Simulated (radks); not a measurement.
Values are calculated unless marked as measured or tabulated.
Problem. Neutral caesium, [Xe] 6s1. Code: a radial shooting solver on a logarithmic mesh with Libxc functionals. Model: non-relativistic Kohn-Sham, exchange-only LDA, spin-polarised, spherical densities, point nucleus. Every spin shell is full or empty, so the densities are truly spherical. Functionals are evaluated on that one density, not self-consistently. Rank these orbital-free kinetic functionals by their error against the exact value of the orbitals, and give that value: Thomas-Fermi, von Weizsacker, TF + vW, TF + vW/9, TF + vW/5, LC94, revAPBEK, Perdew 92, Pearson, LKT.

Solution. Exact: 7545.28 hartree. From best to worst, with 100 (|E| - |E exact|)/|E exact| (equal figures are ties): LC94 +0.04, revAPBEK +0.26, Perdew 92 -0.69, TF + vW/9 -0.70, Pearson -0.92, TF + vW/5 +2.88, Thomas-Fermi -5.17, LKT +18.45, TF + vW +35.08, von Weizsacker -59.75.
